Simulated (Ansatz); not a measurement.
`B/C([SiH3])=C\Cl`, charge 0, multiplicity 1.

Question: Give a relaxed structure at PBE0-D4/def2-TZVP (the Gaussian-basis code of Ansatz). (Estimate.)

Answer: Ansatz gave: 
```xyz
11

B    -0.0484   -1.3110   -1.0483
C     0.0502   -0.2751    0.0884
Si   -0.2389    1.5302   -0.3012
C     0.3335   -0.5854    1.3623
Cl    0.6352   -2.1580    1.9812
H    -0.3219   -0.9465   -2.1558
H     0.1442   -2.4722   -0.8504
H    -0.0956    2.3478    0.9354
H    -1.6043    1.7202   -0.8574
H     0.7445    1.9989   -1.3127
H     0.4016    0.1510    2.1585
```
Point group Cs.
This is one stationary point; other conformers may exist.
